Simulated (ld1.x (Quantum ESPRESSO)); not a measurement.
## Which change was made? (Te, TM)

ld1.x (Quantum ESPRESSO) 7.5 input, shortened:

```
&input
   title='Te', zed=52., rel=1, dft='WC', iswitch=3,
   config='[Kr] 4d10 5s2 5p1'
 /
 &inputp
   pseudotype=2, tm=.true., lloc=0,
   nlcc=.false.
 /
3
5P  2  1   1.00   0.00  1.70  1.70  0.0
4D  3  2  10.00   0.00  0.95  0.95  0.0
5S  1  0   2.00   0.00  1.35  1.35  0.0
 &test
   configts(1)='4d10 5s2 5p1'
 /
```

Cutoffs, loose and tight: the cutoffs (Ry, on a coarse ladder) from which the occupation-weighted sum of valence levels, in a spherical-Bessel basis at the reference potential, stays within 10 and 1 mRy of its value at 400 Ry. They do not see the model core or the augmentation charge, which bear on the density cutoff. Test errors are all-electron minus pseudo excitation energies from the reference, over the configurations 4d10 5s2 5p4; 4d10 5s2 5p3; 4d10 5s2 5p2; 4d10 5s1 5p5; 4d10 5s2 5p3.5; 4d9 5s2 5p5; 4d10 5s1 5p4; variants that change the core or the reference have their own tests.

The base gives: outcome: generated; cutoff, loose: 140 Ry; cutoff, tight: 230 Ry; bound ghosts: p; largest test error (meV): -458.

After one change the result is: outcome: generated; cutoff, loose: 140 Ry; cutoff, tight: 230 Ry; bound ghosts: none; largest test error (meV): -597. Which change was it?
A. wave 5p (bound): rc 1.70 bohr becomes 5p (bound): rc 1.36 bohr
B. wave 5p (bound): rc 1.70 bohr becomes 5p (bound): rc 1.08 bohr
C. wave 5p (bound): rc 1.70 bohr becomes 5p (bound): rc 1.96 bohr

C. The others give: wave 5p (bound): rc 1.70 bohr becomes 5p (bound): rc 1.08 bohr → outcome: failed: run_pseudo: Errors in PS-KS equation | wave 5p (bound): rc 1.70 bohr becomes 5p (bound): rc 1.36 bohr → outcome: generated; cutoff, loose: 160 Ry; cutoff, tight: 230 Ry; bound ghosts: p; largest test error (meV): +17.
